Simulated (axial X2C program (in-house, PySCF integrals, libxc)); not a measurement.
## GaN: bond constants with and without spin–orbit coupling

Computed with an axial X2C code built on PySCF integrals. Spin-free means the one-electron spin-free X2C Hamiltonian; two-component (2c) means X2C with spin–orbit coupling and atomic mean-field two-electron Coulomb and Gaunt terms, so the difference of the two also holds small scalar two-electron terms. Basis: Ga dyall-cv3z [9s9p7d4f1g], N dyall-av3z [7s7p3d2f] (cores contracted in-house); Gaussian nuclei, density fitting, unrestricted open shells. Masses: Ga 68.926 u, N 14.003 u.

Input:
```json
{"zs": [31, 7], "q": 0, "bas": ["dyall-cv3z", "dyall-av3z"], "levels": ["PBE0", "HF", "M06"], "cc": true, "r0": 1.77, "thr": -1.0, "nmax": 90, "npts": 10, "nst": 2, "ntry": 6}
```
```bash
python so2c.py task.json out
```

Keys: zs atomic numbers; q charge; bas basis sets; levels methods; cc coupled cluster on or off; r0 starting distance in Å; thr threshold in hartree for freezing inner shells (an s shell follows its p shell); nmax most natural virtual spinors; npts points on the curve; nst determinants followed; ntry starts of the search. HF also brings MP2.

State, spin-free: M_S = 1, Λ = 0 (beyond evenly filled blocks: π+α, π-α); electrons by block: σα: 10, σβ: 10, π+α: 4, π+β: 3, π-α: 4, π-β: 3, δ+α: 1, δ+β: 1, δ-α: 1, δ-β: 1. Fragments: Ga + N.

State, 2c: Ω = 1 (⟨Sz⟩ = 1.00, ⟨Lz⟩ = 0.00 at PBE0); electrons by block: 1/2: 13, -1/2: 14, 3/2: 5, -3/2: 4, 5/2: 1, -5/2: 1. Fragments: Ga + N.

```tsv
Hamiltonian	level	Re (Å)	ωe (cm⁻¹)	ωexe (cm⁻¹)	αe (cm⁻¹)	De (eV)	μ (D)
spin-free	PBE0	1.996	509.2	2.99	0.00326	2.25	-1.90
spin-free	HF	1.984	531.2	n/a	0.00354	0.610	-1.95
spin-free	MP2	2.001	529.3	n/a	0.00273	1.92	n/a
spin-free	CCSD	2.009	508.7	3.16	0.00332	1.90	n/a
spin-free	CCSD(T)	2.015	501.4	2.96	0.00331	2.00	n/a
spin-free	M06	2.007	494.9	3.24	0.00343	2.19	-2.28
2c	PBE0	1.996	508.9	2.99	0.00326	n/a	-1.90
2c	HF	1.984	530.8	n/a	0.00354	n/a	-1.95
2c	CCSD	2.009	508.4	3.15	0.00331	1.84	n/a
2c	CCSD(T)	2.016	501.1	2.93	0.0033	1.94	n/a
2c	M06	2.008	494.5	3.24	0.00343	n/a	-2.28
```

Correlated methods: 8 electrons correlated (number of frozen shells: Ga 3 s, 2 p, 1 d; N 1 s), 260 virtual spin orbitals or spinors in MP2, 90 natural virtuals in coupled cluster.

Dipoles are positive if N is the positive end.

One determinant describes the state; a PBE0 search over occupations chose it and may have missed a lower one. Dissociation energies refer to the lowest single-determinant-based atoms at the same level and basis. De is not given where an atomic determinant may have missed its ground term or J level, or where the truncated virtual space spoils (T). Density functionals use the spin component along the axis (collinear). CCSD and (T) use frozen natural virtuals with an MP2 correction for the truncation; (T) itself is uncorrected, so its De runs slightly low. Other states lie close and PBE0, whose exact exchange favours high spin, may order them wrongly; the determinant shown need not be the ground state. The nearest other spin-free determinant of the search, M_S = 1, Λ = 1, lies 0.40 eV up at the distance of the search. Without a current term, density functionals place determinants with orbital angular momentum somewhat too high. With several unpaired electrons one determinant need not be a pure state. Open-shell Ω = 0 determinants with evenly filled partner blocks cannot be reached by this program, so the Ω shown need not be the lowest component. This is the Ω = 1 component of a π² triplet; the 0⁺ component is not one determinant and can lie lowest. The determinant is spin-polarised beyond a pure state at some levels (its spin-free form has ⟨S²⟩ too high), which makes Re and μ there less reliable. With the outer-core shells frozen, correlated bond lengths of heavy atoms tend to come out a few hundredths of an ångström too long.

No reliable constants came from MP2 (2c): no minimum in range, unconverged points, a curve that is not smooth, a change of character along it, or the two Hamiltonians disagreeing along it.

Rough cost a point (2c) on 1 thread(s) of a shared host, integrals apart: PBE0 0.6 s, HF 0.4 s, CCSD(T) 4 s, M06 0.8 s.

The whole task took 2.2 min on 1 thread of Intel(R) Xeon(R) Processor @ 2.30GHz, with other jobs on the host.
